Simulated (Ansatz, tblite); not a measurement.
Forces on Na6Au⁺ at its PBE-D4/def2-SVP geometry. Charge 1, multiplicity 1.

In the def2 sets Au takes a core potential; there is no spin–orbit coupling. The xTB rows come from tblite. The restricted singlet is unstable towards broken spin symmetry in Hartree–Fock (as tested in another run); at PBE-D4/def2-TZVP this wasn't settled. No other spin state of charge 1 was run. Another isomer (singlet) lies 0.05 eV lower at PBE0-D4/def2-TZVP; other spin states weren't run for this one.

GFN1-xTB (tblite), largest force 0.41 eV/Å:

```xyz
7
positions Å, forces eV/Å
Au    1.427   -1.195   -0.958    0.283   -0.233   -0.187
Na    2.388   -1.127    1.794   -0.070    0.096    0.121
Na   -0.523   -0.711   -3.067   -0.134    0.106    0.016
Na   -1.066   -0.994    0.568   -0.067    0.185    0.058
Na   -0.033    1.023    3.358    0.067   -0.066   -0.079
Na    0.697    1.583   -0.298   -0.176   -0.020    0.101
Na   -2.890    1.422   -1.397    0.097   -0.068   -0.031
```

GFN2-xTB (tblite), largest force 0.62 eV/Å:

```
Au 0.425 -0.346 -0.281
Na 0.074 0.018 0.230
Na -0.164 0.057 -0.172
Na -0.299 0.120 0.201
Na 0.059 -0.061 -0.008
Na -0.128 0.265 0.087
Na 0.034 -0.052 -0.057
```

PBE-D4/def2-TZVP (Ansatz), largest force 0.05 eV/Å:

```
Au -0.028 0.029 0.023
Na -0.017 0.010 -0.010
Na -0.002 0.006 0.020
Na 0.018 0.008 -0.014
Na 0.006 -0.012 -0.019
Na 0.003 -0.026 -0.002
Na 0.020 -0.014 0.002
```
